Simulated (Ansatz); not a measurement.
Born–Oppenheimer molecular dynamics of CH₇FOSi₂ (12 atoms, charge 0, multiplicity 1). It starts from a relaxed structure.

Theory: RKS CAM-B3LYP/6-31G in Ansatz 0.2.0.

| Quantity | Value |
| --- | --- |
| ensemble | NVE (velocity Verlet) |
| time step | 0.5 fs |
| steps asked | 150 |
| starting velocities drawn for | 1000 K |
| seed | 433115 |

Frames 0.5 fs apart, positions in Å, forces in eV/Å.

Velocities at 20 fs (Å/ps):

```
O -3.49 -1.68 5.63
C -6.77 -4.42 3.18
F 3.69 -1.18 -6.65
Si -0.16 3.11 -2.55
Si 1.26 1.97 3.71
H 17.59 0.60 -15.52
H -17.92 -24.27 -3.24
H 19.42 39.09 38.20
H 2.53 -1.10 -12.97
H 0.06 -9.23 -33.75
H 18.57 -4.72 -10.35
H -4.44 -40.45 3.25
```

```xyz
12
Properties=species:S:1:pos:R:3:forces:R:3 time_fs=20 energy_less_start_eV=0.662 T=490
O -0.168 1.281 2.197 -0.92 -0.67 -1.53
C 0.301 1.136 0.825 0.96 0.15 3.07
F 1.504 0.328 0.974 0.70 0.03 -0.40
Si -0.871 -0.170 0.094 -1.54 -1.21 0.11
Si 0.279 -1.350 -1.596 -0.69 1.17 -0.40
H 0.146 2.042 2.682 0.64 0.82 0.26
H 0.678 2.116 0.465 -0.75 -0.67 -0.53
H -1.528 -1.124 1.231 0.91 1.22 -1.09
H -1.991 0.561 -0.589 -0.11 -0.03 0.03
H 0.915 -0.211 -2.325 0.34 0.02 -0.08
H -0.582 -1.962 -2.643 -0.40 -0.13 0.04
H 1.244 -2.343 -1.227 0.86 -0.70 0.51
12
Properties=species:S:1:pos:R:3:forces:R:3 time_fs=20.5 energy_less_start_eV=0.617 T=525
O -0.170 1.280 2.200 -0.84 -0.62 -1.57
C 0.298 1.134 0.827 0.92 -0.13 3.10
F 1.506 0.328 0.971 0.63 0.07 -0.38
Si -0.872 -0.168 0.093 -1.54 -1.19 0.16
Si 0.279 -1.349 -1.595 -0.47 0.95 -0.44
H 0.156 2.043 2.675 0.62 0.80 0.29
H 0.668 2.103 0.463 -0.64 -0.38 -0.59
H -1.518 -1.103 1.248 0.88 1.16 -1.14
H -1.990 0.560 -0.596 -0.11 -0.03 0.05
H 0.916 -0.216 -2.342 0.32 -0.04 0.00
H -0.574 -1.964 -2.648 -0.42 -0.12 0.07
H 1.243 -2.364 -1.225 0.67 -0.47 0.44
12
Properties=species:S:1:pos:R:3:forces:R:3 time_fs=21 energy_less_start_eV=0.568 T=563
O -0.172 1.279 2.202 -0.72 -0.45 -1.53
C 0.295 1.132 0.830 0.84 -0.45 3.11
F 1.508 0.327 0.967 0.56 0.10 -0.35
Si -0.872 -0.167 0.092 -1.52 -1.14 0.19
Si 0.280 -1.348 -1.593 -0.23 0.70 -0.47
H 0.167 2.046 2.668 0.54 0.65 0.25
H 0.657 2.090 0.459 -0.51 -0.05 -0.66
H -1.505 -1.079 1.264 0.83 1.08 -1.16
H -1.989 0.560 -0.602 -0.11 -0.04 0.06
H 0.917 -0.221 -2.360 0.30 -0.09 0.09
H -0.566 -1.967 -2.653 -0.43 -0.11 0.11
H 1.243 -2.386 -1.222 0.45 -0.20 0.36
12
Properties=species:S:1:pos:R:3:forces:R:3 time_fs=21.5 energy_less_start_eV=0.522 T=598
O -0.174 1.278 2.204 -0.54 -0.16 -1.42
C 0.292 1.129 0.833 0.75 -0.79 3.10
F 1.510 0.327 0.964 0.49 0.14 -0.32
Si -0.872 -0.166 0.090 -1.48 -1.07 0.20
Si 0.280 -1.347 -1.591 0.01 0.45 -0.51
H 0.179 2.051 2.662 0.41 0.40 0.16
H 0.644 2.076 0.454 -0.38 0.28 -0.73
H -1.490 -1.053 1.276 0.75 0.97 -1.15
H -1.989 0.559 -0.608 -0.10 -0.04 0.07
H 0.919 -0.226 -2.376 0.28 -0.15 0.18
H -0.559 -1.970 -2.658 -0.43 -0.09 0.16
H 1.245 -2.409 -1.217 0.24 0.06 0.28
12
Properties=species:S:1:pos:R:3:forces:R:3 time_fs=22 energy_less_start_eV=0.483 T=628
O -0.176 1.277 2.207 -0.32 0.18 -1.28
C 0.289 1.127 0.836 0.66 -1.11 3.05
F 1.512 0.326 0.961 0.42 0.19 -0.29
Si -0.873 -0.165 0.089 -1.42 -0.98 0.17
Si 0.281 -1.345 -1.589 0.22 0.19 -0.56
H 0.193 2.057 2.656 0.25 0.10 0.04
H 0.630 2.062 0.447 -0.25 0.59 -0.78
H -1.473 -1.024 1.285 0.66 0.83 -1.10
H -1.988 0.558 -0.614 -0.10 -0.05 0.09
H 0.921 -0.231 -2.393 0.25 -0.20 0.26
H -0.553 -1.974 -2.662 -0.43 -0.06 0.20
H 1.247 -2.432 -1.212 0.05 0.32 0.20
12
Properties=species:S:1:pos:R:3:forces:R:3 time_fs=22.5 energy_less_start_eV=0.455 T=650
O -0.178 1.276 2.208 -0.08 0.55 -1.12
C 0.287 1.124 0.841 0.58 -1.37 2.94
F 1.514 0.326 0.957 0.36 0.23 -0.25
Si -0.873 -0.163 0.088 -1.33 -0.86 0.11
Si 0.281 -1.344 -1.588 0.41 -0.04 -0.61
H 0.206 2.062 2.651 0.07 -0.22 -0.07
H 0.616 2.050 0.438 -0.14 0.83 -0.81
H -1.455 -0.994 1.292 0.55 0.66 -1.01
H -1.988 0.557 -0.620 -0.09 -0.05 0.10
H 0.924 -0.236 -2.408 0.23 -0.24 0.34
H -0.548 -1.977 -2.666 -0.42 -0.04 0.26
H 1.249 -2.453 -1.207 -0.13 0.55 0.13
12
Properties=species:S:1:pos:R:3:forces:R:3 time_fs=23 energy_less_start_eV=0.436 T=664
O -0.180 1.275 2.210 0.15 0.89 -0.97
C 0.284 1.121 0.846 0.53 -1.52 2.77
F 1.516 0.325 0.953 0.30 0.28 -0.21
Si -0.874 -0.162 0.087 -1.23 -0.72 0.01
Si 0.282 -1.343 -1.586 0.56 -0.26 -0.67
H 0.221 2.068 2.645 -0.11 -0.51 -0.17
H 0.602 2.041 0.427 -0.06 0.97 -0.78
H -1.435 -0.961 1.297 0.42 0.47 -0.88
H -1.988 0.556 -0.626 -0.09 -0.05 0.11
H 0.928 -0.243 -2.423 0.21 -0.28 0.42
H -0.545 -1.981 -2.669 -0.40 -0.01 0.31
H 1.251 -2.474 -1.202 -0.28 0.76 0.06
12
Properties=species:S:1:pos:R:3:forces:R:3 time_fs=23.5 energy_less_start_eV=0.426 T=671
O -0.183 1.274 2.211 0.37 1.18 -0.85
C 0.282 1.118 0.851 0.52 -1.55 2.52
F 1.519 0.325 0.950 0.24 0.33 -0.17
Si -0.875 -0.161 0.086 -1.11 -0.56 -0.13
Si 0.283 -1.342 -1.584 0.68 -0.46 -0.73
H 0.234 2.072 2.638 -0.27 -0.75 -0.22
H 0.587 2.033 0.414 -0.01 0.99 -0.70
H -1.415 -0.928 1.299 0.26 0.24 -0.69
H -1.989 0.555 -0.631 -0.08 -0.05 0.13
H 0.932 -0.250 -2.437 0.19 -0.31 0.49
H -0.542 -1.984 -2.672 -0.39 0.01 0.35
H 1.252 -2.492 -1.196 -0.40 0.94 0.01
12
Properties=species:S:1:pos:R:3:forces:R:3 time_fs=24 energy_less_start_eV=0.426 T=672
O -0.185 1.274 2.213 0.57 1.40 -0.76
C 0.279 1.115 0.857 0.54 -1.45 2.18
F 1.521 0.324 0.946 0.18 0.38 -0.13
Si -0.876 -0.160 0.084 -0.97 -0.39 -0.31
Si 0.283 -1.340 -1.583 0.78 -0.64 -0.78
H 0.247 2.075 2.632 -0.41 -0.93 -0.24
H 0.573 2.028 0.400 -0.01 0.88 -0.55
H -1.394 -0.894 1.300 0.09 0.00 -0.46
H -1.989 0.554 -0.636 -0.07 -0.05 0.14
H 0.937 -0.258 -2.450 0.17 -0.33 0.54
H -0.540 -1.988 -2.673 -0.37 0.04 0.40
H 1.252 -2.509 -1.190 -0.50 1.08 -0.04
12
Properties=species:S:1:pos:R:3:forces:R:3 time_fs=24.5 energy_less_start_eV=0.435 T=665
O -0.187 1.273 2.214 0.72 1.54 -0.69
C 0.277 1.111 0.864 0.59 -1.24 1.76
F 1.523 0.324 0.943 0.13 0.42 -0.08
Si -0.877 -0.160 0.083 -0.82 -0.20 -0.53
Si 0.284 -1.339 -1.581 0.84 -0.78 -0.82
H 0.260 2.075 2.624 -0.51 -1.02 -0.21
H 0.558 2.025 0.384 -0.02 0.67 -0.34
H -1.372 -0.860 1.300 -0.09 -0.26 -0.18
H -1.990 0.552 -0.641 -0.07 -0.05 0.15
H 0.942 -0.266 -2.461 0.15 -0.33 0.59
H -0.539 -1.991 -2.674 -0.36 0.06 0.44
H 1.251 -2.523 -1.184 -0.57 1.19 -0.07
12
Properties=species:S:1:pos:R:3:forces:R:3 time_fs=25 energy_less_start_eV=0.455 T=649
O -0.189 1.273 2.215 0.83 1.60 -0.66
C 0.275 1.107 0.871 0.64 -0.96 1.28
F 1.526 0.324 0.939 0.08 0.47 -0.03
Si -0.878 -0.159 0.082 -0.66 -0.02 -0.79
Si 0.285 -1.338 -1.580 0.87 -0.91 -0.86
H 0.271 2.072 2.616 -0.56 -1.03 -0.14
H 0.543 2.023 0.368 -0.04 0.40 -0.09
H -1.351 -0.827 1.299 -0.28 -0.53 0.13
H -1.991 0.551 -0.645 -0.06 -0.04 0.16
H 0.948 -0.275 -2.471 0.14 -0.33 0.62
H -0.539 -1.994 -2.674 -0.34 0.08 0.47
H 1.249 -2.534 -1.179 -0.61 1.27 -0.09
12
Properties=species:S:1:pos:R:3:forces:R:3 time_fs=25.5 energy_less_start_eV=0.486 T=626
O -0.191 1.273 2.216 0.89 1.57 -0.66
C 0.273 1.102 0.878 0.70 -0.65 0.76
F 1.528 0.323 0.935 0.03 0.51 0.02
Si -0.879 -0.158 0.081 -0.50 0.15 -1.05
Si 0.286 -1.337 -1.579 0.88 -1.01 -0.89
H 0.280 2.068 2.608 -0.57 -0.95 -0.03
H 0.529 2.023 0.351 -0.06 0.10 0.19
H -1.331 -0.795 1.298 -0.47 -0.79 0.45
H -1.992 0.549 -0.649 -0.06 -0.03 0.17
H 0.954 -0.285 -2.479 0.14 -0.31 0.65
H -0.540 -1.998 -2.672 -0.33 0.10 0.50
H 1.245 -2.541 -1.174 -0.63 1.32 -0.11
```

Of the whole run (75 fs, mean temperature of the second half 538 K): The conserved energy stayed within 0.32 meV per atom of its start (net change 0.19 meV per atom), so the integration is sound. Over the second half the temperature averaged 0.54 of the 1000 K drawn at the start: a run that starts near a minimum puts about half its kinetic energy into the potential. A run of 0.075 ps of so small a system gives no equilibrium averages. Limits of this set-up: no polarisation functions.

The run took 9.9 min on 1 thread of Arm Neoverse V1, on a shared host, peak memory 0.15 GiB.
